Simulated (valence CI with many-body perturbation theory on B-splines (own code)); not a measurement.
## I⁴⁶⁺: what each term of the Hamiltonian does

Calculated by configuration interaction combined with many-body perturbation theory (CI+MBPT): five valence electrons over a frozen Dirac-Fock core [He], a basis of 9 s, 9 p, 8 d, 6 f, 3 g, 1 h functions for each j, with the one-electron correlation potential Σ1 (screened to all orders), the two-electron term Σ2, the three-electron term Σ3, Breit, model QED; selected single and double excitations, second order for the rest (own B-spline code, finite nucleus).

The last digits are not significant, and no measured levels were compared; by estimate large intervals hold to a few tenths of a per cent, small ones and those within an open d or f shell to about a per cent. Among the levels kept, up to 1300 cm⁻¹ of a level comes from second order outside the variational space, and about a tenth of that is noise between levels of different J, which matters for small intervals.

Each rung adds one term. CI alone is the Dirac-Coulomb CI over the frozen core; QED comes last and gives the full result, which names the levels. Energies are above (2s^2 2p1/2^2 2p3/2) J=3/2 on the same rung, in Ry.

Levels are named by their leading jj configuration (3d3/2^4 stands for four electrons in 3d with j = 3/2), which in mixed levels can hold well under half, so a name can repeat and another be missing. Letters in brackets count levels of one name in rising energy.

| Level | CI alone | + Σ1 | + Σ2 | + Σ3 | + Breit | Full |
| --- | --- | --- | --- | --- | --- | --- |
| (2s^2 2p1/2 2p3/2^2) J=3/2 | 22.02 | 22.02 | 22.02 | 22.02 | 21.67 | 21.71 |
| (2s^2 2p1/2 2p3/2^2) J=5/2 | 23.72 | 23.73 | 23.73 | 23.73 | 23.12 | 23.17 |
| (2s^2 2p1/2 2p3/2^2) J=1/2 | 25.63 | 25.64 | 25.65 | 25.64 | 25.35 | 25.39 |
| (2s 2p1/2^2 2p3/2^2) J=5/2 | 37.85 | 37.84 | 37.82 | 37.82 | 37.69 | 37.33 |
| (2s 2p1/2^2 2p3/2^2) J=1/2 | 42.52 | 42.51 | 42.50 | 42.49 | 42.61 | 42.24 |
| (2s 2p1/2^2 2p3/2^2) J=3/2 | 42.82 | 42.81 | 42.78 | 42.77 | 42.72 | 42.36 |
| (2s^2 2p3/2^3) J=3/2 | 47.84 | 47.85 | 47.85 | 47.85 | 47.11 | 47.19 |
| (2s 2p1/2 2p3/2^3) J=3/2 [a] | 61.20 | 61.20 | 61.19 | 61.18 | 60.84 | 60.52 |
| (2s 2p1/2 2p3/2^3) J=5/2 | 63.80 | 63.79 | 63.78 | 63.77 | 63.18 | 62.86 |
| (2s 2p1/2 2p3/2^3) J=1/2 | 66.17 | 66.17 | 66.14 | 66.13 | 65.79 | 65.47 |
| (2s 2p1/2 2p3/2^3) J=3/2 [b] | 67.15 | 67.15 | 67.12 | 67.11 | 66.62 | 66.30 |
| (2p1/2^2 2p3/2^3) J=3/2 | 84.40 | 84.37 | 84.32 | 84.30 | 84.29 | 83.57 |
| (2s 2p3/2^4) J=1/2 | 89.46 | 89.46 | 89.44 | 89.43 | 88.75 | 88.47 |
| (2p1/2 2p3/2^4) J=1/2 | 107.93 | 107.92 | 107.87 | 107.85 | 107.47 | 106.78 |
| (2s^2 2p1/2^2 3s) J=1/2 | 323.23 | 323.25 | 323.25 | 323.24 | 322.99 | 323.07 |
| (2s^2 2p1/2^2 3p1/2) J=1/2 | 327.95 | 327.96 | 327.97 | 327.96 | 327.82 | 327.79 |
| (2s^2 2p1/2^2 3p3/2) J=3/2 | 335.41 | 335.43 | 335.43 | 335.42 | 335.15 | 335.13 |
| (2s^2 2p1/2^2 3d3/2) J=3/2 | 340.04 | 340.06 | 340.06 | 340.05 | 339.77 | 339.74 |
| (2s^2 2p1/2^2 3d5/2) J=5/2 | 342.57 | 342.59 | 342.59 | 342.58 | 342.21 | 342.19 |
| (2s^2 2p1/2 2p3/2 3s) J=3/2 [a] | 345.74 | 345.76 | 345.77 | 345.76 | 345.09 | 345.21 |
| (2s^2 2p1/2 2p3/2 3s) J=1/2 | 346.25 | 346.28 | 346.28 | 346.27 | 345.60 | 345.73 |
| (2s^2 2p1/2 2p3/2 3s) J=5/2 | 347.18 | 347.21 | 347.21 | 347.20 | 346.31 | 346.44 |
| (2s^2 2p1/2 2p3/2 3s) J=3/2 [b] | 347.47 | 347.50 | 347.50 | 347.49 | 346.63 | 346.75 |
| (2s^2 2p1/2 2p3/2 3p1/2) J=1/2 | 350.41 | 350.44 | 350.44 | 350.43 | 349.89 | 349.90 |
| (2s^2 2p1/2 2p3/2 3p1/2) J=3/2 [a] | 350.89 | 350.91 | 350.91 | 350.90 | 350.29 | 350.30 |
| (2s^2 2p1/2 2p3/2 3p1/2) J=5/2 | 351.94 | 351.97 | 351.97 | 351.96 | 351.15 | 351.17 |
| (2s^2 2p1/2 2p3/2 3p1/2) J=3/2 [b] | 353.56 | 353.59 | 353.58 | 353.57 | 352.90 | 352.92 |
| (2s^2 2p1/2 2p3/2 3p3/2) J=5/2 [a] | 357.09 | 357.11 | 357.11 | 357.10 | 356.45 | 356.44 |
| (2s^2 2p1/2 2p3/2 3p3/2) J=1/2 [a] | 357.66 | 357.68 | 357.68 | 357.67 | 356.95 | 356.98 |
| (2s^2 2p1/2 2p3/2 3p3/2) J=3/2 [a] | 358.12 | 358.15 | 358.15 | 358.14 | 357.38 | 357.41 |
| (2s^2 2p1/2 2p3/2 3p3/2) J=7/2 | 358.79 | 358.82 | 358.82 | 358.81 | 357.88 | 357.91 |

Task: How does the ionisation energy move along the ladder, and which term matters most?

Result: CI alone 8049.5, + Σ1 8049.9, + Σ2 8050.0, + Σ3 8049.8, + Breit 8044.7, + QED 8044.3 eV. The largest step is Breit, -5.2 eV. NIST lists 8044 ± 4 eV (theoretical).
